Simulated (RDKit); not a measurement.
Job for RDKit: MMFF94 on C2H6 (SMILES CC).

```python
from rdkit import Chem
from rdkit.Chem import AllChem, rdDetermineBonds

blocks = [
'''8

C     0.80316508   -0.29005744    3.42419510
C    -0.59961124    0.21313293    3.09576374
H     1.42226578   -0.35342240    2.52784708
H     0.76831973   -1.28334221    3.87427505
H     1.30455867    0.37670174    4.12736326
H    -0.57134357    1.21810347    2.66177035
H    -1.22687470    0.28066300    3.98597742
H    -1.11484210   -0.46376084    2.40622697
''',
]
mol = None
for b in blocks:
    f = Chem.MolFromXYZBlock(b)
    rdDetermineBonds.DetermineBonds(f, charge=0)
    mol = f if mol is None else Chem.CombineMols(mol, f)
Chem.SanitizeMol(mol)
print(Chem.MolToSmiles(Chem.RemoveHs(mol)))
ff = AllChem.MMFFGetMoleculeForceField(mol, AllChem.MMFFGetMoleculeProperties(mol), nonBondedThresh=100.0, ignoreInterfragInteractions=False)
e = ff.CalcEnergy()
print(f'MMFF94 energy {e:.6f} kcal/mol')
```

The log:

```
CC
MMFF94 energy -4.436312 kcal/mol
```

The run finished.

Cost: very roughly 0.05 core-seconds.
